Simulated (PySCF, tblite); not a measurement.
Isomers of C4H12N2Si, one GFN2-xTB conformer each. Single-point energies are computed at PBE0/pcSseg-1 (PySCF, gas phase, no added dispersion term), electronic only.

Question: Rank them by PBE0/pcSseg-1 energy, lowest first (kJ/mol).
A. `[CH3:1][N:2]1[CH2:3][CH2:4][CH2:5][N:6]1[SiH3:7]` with C1–N2–C3–C4 85°, N2–C3–C4–C5 21°, C3–C4–C5–N6 3°, C4–C5–N6–Si7 170°
B. `[CH3:1][NH:2][N:3]([SiH3:4])[CH:5]1[CH2:6][CH2:7]1` with C1–N2–N3–Si4 -95°, N2–N3–C5–C6 -166°
C. `[CH2:1]=[CH:2][N:3]([CH2:4][CH3:5])[NH:6][SiH3:7]` with C1–C2–N3–C4 -157°, C2–N3–C4–C5 74°, C2–N3–N6–Si7 97°
D. `[CH2:1]=[CH:2][CH2:3][N:4]([CH3:5])[NH:6][SiH3:7]` with C1–C2–C3–N4 132°, C2–C3–N4–C5 174°, C3–N4–N6–Si7 137°
E. `[CH2:1]=[C:2]([SiH2:3][NH2:4])[N:5]([CH3:6])[CH3:7]` with C1–C2–Si3–N4 -136°, C2–Si3–N4–H 176° and 41°
F. `[CH3:1][N:2]1[CH2:3][CH2:4][Si@@:5]1([CH3:6])[NH2:7]` with C4–Si5–N7–H -108° and 37°
G. `[CH2:1]=[CH:2][N:3]([CH3:4])[N:5]([CH3:6])[SiH3:7]` with C1–C2–N3–C4 -11°, C2–N3–N5–C6 80°

Answer: F (0.0), E (156.5), A (237.4), C (262.6), G (294.1), D (296.3), B (325.8).

As drawn, the lowest has a four-membered ring and an Si–C bond, which the highest lacks; the highest has a three-membered ring and an N–N linkage, which the lowest lacks. Neighbours under 10 kJ/mol apart (C=CN(C)N(C)[SiH3] and C=CCN(C)N[SiH3]) can change places with a better method, another conformer or zero-point energy. GFN2-xTB itself gives, in the same order: 14.2, 82.1, 0.0, 94.0, 90.1, 131.5, 108.0. GFN2-xTB puts CN1CCCN1[SiH3] lowest instead; measured from each level's own lowest isomer, the values differ by up to 237.4 kJ/mol (CN1CCCN1[SiH3]: 0.0 against 237.4).

Which frontier levels, dipoles and rotational constants go with these structures?

| SMILES | HOMO (eV, PBE0/pcSseg-1) | LUMO (eV) | dipole (D) | A, B, C (MHz) |
| --- | --- | --- | --- | --- |
| CN1CC[Si@@]1(C)N | -5.90 | 1.25 | 0.97 | 2708, 1772, 1573 |
| C=C([SiH2]N)N(C)C | -5.70 | 0.36 | 1.34 | 3147, 1585, 1203 |
| CN1CCCN1[SiH3] | -5.82 | 0.79 | 1.76 | 3487, 1762, 1407 |
| C=CN(CC)N[SiH3] | -5.77 | 0.56 | 1.24 | 2692, 1557, 1111 |
| C=CN(C)N(C)[SiH3] | -5.79 | 0.61 | 1.50 | 3577, 1314, 1271 |
| C=CCN(C)N[SiH3] | -6.71 | 0.45 | 1.53 | 2696, 1473, 1033 |
| CNN([SiH3])C1CC1 | -6.11 | 1.06 | 1.79 | 2488, 2020, 1322 |

What happens when harmonic zero-point energies from GFN2-xTB frequencies are added?

```json
{"SMILES": "CN1CC[Si@@]1(C)N", "ZPE (kJ/mol)": "420.1", "electronic (kJ/mol)": "0.0", "with ZPE (kJ/mol)": "0.0"}
{"SMILES": "C=C([SiH2]N)N(C)C", "ZPE (kJ/mol)": "405.6", "electronic (kJ/mol)": "156.5", "with ZPE (kJ/mol)": "142.0"}
{"SMILES": "CN1CCCN1[SiH3]", "ZPE (kJ/mol)": "409.2", "electronic (kJ/mol)": "237.4", "with ZPE (kJ/mol)": "226.5"}
{"SMILES": "C=CN(CC)N[SiH3]", "ZPE (kJ/mol)": "400.2", "electronic (kJ/mol)": "262.6", "with ZPE (kJ/mol)": "242.7"}
{"SMILES": "C=CN(C)N(C)[SiH3]", "ZPE (kJ/mol)": "398.4", "electronic (kJ/mol)": "294.1", "with ZPE (kJ/mol)": "272.4"}
{"SMILES": "C=CCN(C)N[SiH3]", "ZPE (kJ/mol)": "397.7", "electronic (kJ/mol)": "296.3", "with ZPE (kJ/mol)": "274.0"}
{"SMILES": "CNN([SiH3])C1CC1", "ZPE (kJ/mol)": "404.8", "electronic (kJ/mol)": "325.8", "with ZPE (kJ/mol)": "310.5"}
```

The zero-point energies span 22.4 kJ/mol. The order is unchanged.
